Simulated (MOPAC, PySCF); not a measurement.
[W(OH)6], neutral singlet in the gas phase. 

Cartesian coordinates (Å):
```xyz
13

W     -0.0321     0.1516     0.3400
O      0.3383    -1.3353    -0.8926
H      0.4939    -2.1780    -0.4218
O     -0.0678    -1.1882     1.7168
H     -0.9620    -1.4732     1.9953
O      1.9219     0.3357     0.4257
H      2.3910    -0.3341    -0.1105
O     -1.9435     0.1287     0.7625
H     -2.5001     0.7677     0.2760
O      0.1705     1.8078     1.2726
H      1.0782     2.1722     1.3248
O     -0.4899     0.9959    -1.3189
H     -0.6921     0.4153    -2.0793
```
Charge 0, spin multiplicity 1.

All levels are single points at this geometry (BP86-D3(BJ)/def2-SVP); Pople sets use spherical d functions. Orbital energies aren't observables, and empty levels follow the basis.

```csv
level,HOMO (eV),LUMO (eV),gap (eV),dipole (D),"vertical IE, Delta-SCF (eV)"
B3LYP-D3(BJ)/def2-TZVP in PySCF,-8.56,-3.07,5.49,1.91,–
PBE-D3(BJ)/def2-TZVP in PySCF,-7.12,-3.47,3.65,1.82,–
TPSSh-D3(BJ)/def2-TZVP in PySCF,-7.89,-3.18,4.71,1.87,–
B3LYP/6-311+G** (LANL2DZ on W) in PySCF,-8.76,-3.69,5.06,2.01,–
B3LYP/6-31G* (LANL2DZ on W) in PySCF,-8.25,-3.10,5.15,2.07,10.44
B3LYP/LANL2DZ in PySCF,-8.61,-3.61,5.00,2.46,–
BP86/6-31G* (LANL2DZ on W) in PySCF,-6.93,-3.53,3.40,2.01,–
M06-2X/6-31G* (LANL2DZ on W) in PySCF,-10.27,-2.15,8.13,2.15,–
PBE/6-31G* (LANL2DZ on W) in PySCF,-6.82,-3.42,3.40,2.00,–
SVWN5/6-31G* (LANL2DZ on W) in PySCF,-6.99,-3.55,3.44,2.09,–
HF/6-31G* (LANL2DZ on W) in PySCF,-13.08,0.00,13.08,2.32,–
PM6 in MOPAC,-10.50,0.88,11.38,2.08,–
PM7 in MOPAC,-12.85,-0.28,12.57,2.23,–
```
